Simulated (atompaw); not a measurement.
**Scattering properties, PAW (atompaw) potential for hydrogen**

- Element: H (Z = 1)
- Generator: atompaw 4.2.0.5
- Type: PAW
- Functional: PBE
- Relativity: scalar-relativistic
- Frozen core: none
- Valence charge: 1
- Reference configuration: 1s1
- Partial waves: 1s (bound): rc 0.75 bohr; 1s channel at 0.05 Ry: rc 0.75 bohr; 2p channel at 0.45 Ry: rc 0.65 bohr
- Local potential: troulliermartins scheme with l = 2 at 0 Ry, radius 0.55 bohr
- Core correction: none
- Augmentation charge: sinc compensation charge, radius 0.55 bohr; PAW radius 0.75 bohr; waves and projectors: custom rrkj vanderbiltortho

The phase is arctan(r·u′/u) with u = r·R(r), unwrapped; energies in Ry, scanned from -2 to 5 Ry. A pole is an energy at which the radial function vanishes at the test radius. The pseudo phase is shifted by a multiple of π to meet the all-electron one at the reference energy, and phase errors are pseudo minus all-electron; the curves can meet again beyond the range given. Levels narrower than the energy grid can be missing from the lists of poles.

Problem. For each channel, where are the poles, and over which energies does the pseudopotential scatter like the atom?

Solution.

```tsv
channel	radius (bohr)	reference energy (Ry)	poles, all-electron	poles, pseudo	unbroken range about the reference energy with phases within 0.05 rad	phase error 1 Ry above the reference energy (rad)
s	0.75	-0.48	none	none	the whole range	-0.000
p	0.75	0.45	none	none	the whole range	+0.000
```

Phases in the s channel:

```json
{"E (Ry)": "-2.00", "all-electron": "0.579", "pseudo": "0.579"}
{"E (Ry)": "-1.76", "all-electron": "0.537", "pseudo": "0.537"}
{"E (Ry)": "-1.52", "all-electron": "0.492", "pseudo": "0.492"}
{"E (Ry)": "-1.28", "all-electron": "0.444", "pseudo": "0.444"}
{"E (Ry)": "-1.04", "all-electron": "0.391", "pseudo": "0.391"}
{"E (Ry)": "-0.80", "all-electron": "0.335", "pseudo": "0.335"}
{"E (Ry)": "-0.56", "all-electron": "0.274", "pseudo": "0.274"}
{"E (Ry)": "-0.32", "all-electron": "0.210", "pseudo": "0.210"}
{"E (Ry)": "-0.08", "all-electron": "0.141", "pseudo": "0.141"}
{"E (Ry)": "0.16", "all-electron": "0.069", "pseudo": "0.069"}
{"E (Ry)": "0.40", "all-electron": "-0.006", "pseudo": "-0.006"}
{"E (Ry)": "0.64", "all-electron": "-0.083", "pseudo": "-0.083"}
{"E (Ry)": "0.88", "all-electron": "-0.163", "pseudo": "-0.163"}
{"E (Ry)": "1.12", "all-electron": "-0.243", "pseudo": "-0.243"}
{"E (Ry)": "1.36", "all-electron": "-0.323", "pseudo": "-0.323"}
{"E (Ry)": "1.60", "all-electron": "-0.402", "pseudo": "-0.402"}
{"E (Ry)": "1.84", "all-electron": "-0.478", "pseudo": "-0.478"}
{"E (Ry)": "2.08", "all-electron": "-0.552", "pseudo": "-0.552"}
{"E (Ry)": "2.32", "all-electron": "-0.623", "pseudo": "-0.623"}
{"E (Ry)": "2.56", "all-electron": "-0.689", "pseudo": "-0.689"}
{"E (Ry)": "2.80", "all-electron": "-0.752", "pseudo": "-0.752"}
{"E (Ry)": "3.04", "all-electron": "-0.811", "pseudo": "-0.811"}
{"E (Ry)": "3.28", "all-electron": "-0.865", "pseudo": "-0.865"}
{"E (Ry)": "3.52", "all-electron": "-0.916", "pseudo": "-0.916"}
{"E (Ry)": "3.76", "all-electron": "-0.963", "pseudo": "-0.963"}
{"E (Ry)": "4.00", "all-electron": "-1.007", "pseudo": "-1.007"}
{"E (Ry)": "4.24", "all-electron": "-1.048", "pseudo": "-1.048"}
{"E (Ry)": "4.48", "all-electron": "-1.085", "pseudo": "-1.085"}
{"E (Ry)": "4.72", "all-electron": "-1.120", "pseudo": "-1.120"}
{"E (Ry)": "4.96", "all-electron": "-1.152", "pseudo": "-1.152"}
```
